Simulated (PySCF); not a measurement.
Species: CH5BF3N.
Geometry (PBE0-D3(BJ)/def2-SVP, Å), atoms numbered from 1 in this order:
```xyz
11
CH5BF3N angstrom
N     -1.1954   -0.2477   -0.4482
B      0.3924   -0.5549   -0.3814
C      0.9225    0.5610    0.6463
F      2.2305    0.5239    0.8986
F      0.6414    1.8240    0.2100
F      0.2867    0.4767    1.8532
H     -1.6070   -0.3243    0.4848
H     -1.3558    0.7069   -0.7781
H     -1.6787   -0.8930   -1.0722
H      0.5250   -1.6812    0.0612
H      0.8403   -0.3918   -1.5016
```

The calculation used TDDFT CAM-B3LYP/def2-SVPD, vertical, gas phase, core orbitals frozen in the response in PySCF 2.14.0, density-fitted response routines.

Ground-to-excited transition dipoles (e·a0, same axes as the geometry; the sign carries no meaning), for the states with f of 0.002 or more among the lowest 7:

```csv
state,E (eV),μx,μy,μz
S1,7.354,0.039,0.159,-0.194
S2,7.661,-0.111,-0.143,-0.142
S3,8.988,-0.040,-0.167,0.198
S4,9.174,-0.177,-0.064,-0.097
S5,9.215,0.097,0.388,-0.469
S6,9.365,0.244,-0.082,-0.021
S7,9.500,0.089,-0.374,-0.290
```

Task: Work out the oscillator strengths.

Result: f = (2/3) ΔE |μ|² with ΔE in hartree (27.2114 eV).

| state | \|μ\|² (au) | \|μ\| (D) | f |
| --- | --- | --- | --- |
| S1 | 0.064 | 0.64 | 0.012 |
| S2 | 0.053 | 0.58 | 0.010 |
| S3 | 0.068 | 0.66 | 0.015 |
| S4 | 0.045 | 0.54 | 0.010 |
| S5 | 0.380 | 1.57 | 0.086 |
| S6 | 0.067 | 0.66 | 0.015 |
| S7 | 0.232 | 1.23 | 0.054 |

Task: What is the point group, and which symmetry does each of these states have?

Result: Cs. Polarised normal to the mirror plane, so A″: S1, S3 and S5. Polarised in the mirror plane, so A′: S2, S4, S6 and S7.

Task: What angle do the transition dipoles of S1 and S7 make?

Result: |cos θ| = |μa·μb| / (|μa| |μb|) = 0.00, so θ ≈ 90° (taken between 0 and 90°, since the signs are arbitrary).

Task: How is the summed strength of these states shared among x, y and z?

Result: (2/3) Σ ΔE μα² gives 0.028 for x, 0.084 for y and 0.091 for z, 0.202 in all.

All these states lie below the vertical ionisation energy of 11.39 eV (ΔSCF).

Without π bonds the low states may be Rydberg-like; a valence basis with one diffuse set may place them up to an eV too high.
